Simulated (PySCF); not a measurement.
Compound: C7H11N2 (charge +1).
Structure used (PBE0-D3(BJ)/def2-SVP), in Å, numbered top down from 1:
```
atom  x, y, z in Å
C1     0.4147   -1.6971   -1.4604
C2     0.3396   -0.5020   -0.5758
C3     1.5286    0.0483    0.0484
C4     2.7327   -0.5681    0.0603
C5     3.8691    0.0331    0.6620
N6     4.8017    0.5189    1.1513
N7    -0.8176    0.0862   -0.3911
C8    -2.0219   -0.3437   -1.0982
C9    -1.0308    1.1954    0.5389
H10    1.3761   -2.2110   -1.3742
H11    0.3032   -1.3940   -2.5155
H12   -0.3838   -2.4167   -1.2320
H13    1.4611    1.0313    0.5154
H14    2.8985   -1.5584   -0.3756
H15   -2.5321   -1.1386   -0.5307
H16   -1.7846   -0.7059   -2.1037
H17   -2.6988    0.5145   -1.1847
H18   -2.0449    1.1067    0.9479
H19   -0.9472    2.1570    0.0093
H20   -0.3247    1.1614    1.3736
```

Linear response at B3LYP/def2-SVPD (PySCF, frozen core in the response, non-relativistic).

Static isotropic polarisability: 105.66 au (15.66 Å³), principal values 60.6, 88.8, 167.6 au.

Q: What is the polarisability at 1064 nm and at the sodium D line?

A: 107.92 au at 1064 nm (+2.1 %), 114.15 au at 589.3 nm (+8.0 %). The rise at 589.3 nm is 3.75 times that at 1064 nm; a pure ω² law gives 3.26. The lowest singlet lies at 285 nm, shorter than both wavelengths.

Q: What is the isotropic C6 coefficient between two such ions, C6 = (3/π)∫α(iω)² dω?

A: 3871 au (Eh·bohr⁶) by a ten-point quadrature over imaginary frequencies, which is 2310 eV·Å⁶ or 223 J·nm⁶/mol.

Q: Which effective excitation energy ω̄ makes London's formula C6 = (3/4)α²ω̄ exact here?

A: ω̄ = 4·C6/(3α²) = 0.462 Eh = 12.6 eV. A one-pole form α(ω) = α/(1 − ω²/ω̄²) fitted to the 1064 nm value gives 8.0 eV.

Q: How anisotropic is the static polarisability, by Δα² = ½[(α1 − α2)² + (α2 − α3)² + (α3 − α1)²]?

A: Δα = 96.0 au, or 0.91 of the isotropic value.

Q: What three-body coefficient follows from the one-pole estimate C9 = (3/4)·α·C6?

A: 307000 au. This is an estimate from the two numbers above, not a computed integral.

Q: How many electrons N does the Slater–Kirkwood formula C6 = (3/4)·√N·α^(3/2) need to give this C6?

A: N = (4·C6/3)²/α³ = 22.6; the species has 66 electrons in all.

Q: What does −C6/R⁶ come to at R = 12 Å between centres?

A: -75 J/mol. This is the leading, orientation-averaged term; C8 and higher terms are left out. The Coulomb repulsion of the two net charges at that distance is 116 kJ/mol.

Q: The lowest 6 singlets have (eV, f): 4.35, 0.000; 4.53, 0.644; 5.16, 0.003; 5.70, 0.106; 6.17, 0.003; 6.54, 0.033. What share of the static polarisability do they carry in the sum over states α = Σ f/ω²?

A: 26.37 au, 25.0 % of α; the largest term, 23.24 au, is that of the state at 4.53 eV. Their oscillator strengths add up to 0.79. Higher states carry the rest.

Q: What molar refraction at the D line follows from R = (4π/3)·N_A·α′, with α′ the polarisability volume?

A: α′ = 16.92 Å³ gives R = 42.67 cm³/mol, for isolated, non-vibrating species.

One conformer stands for the species.
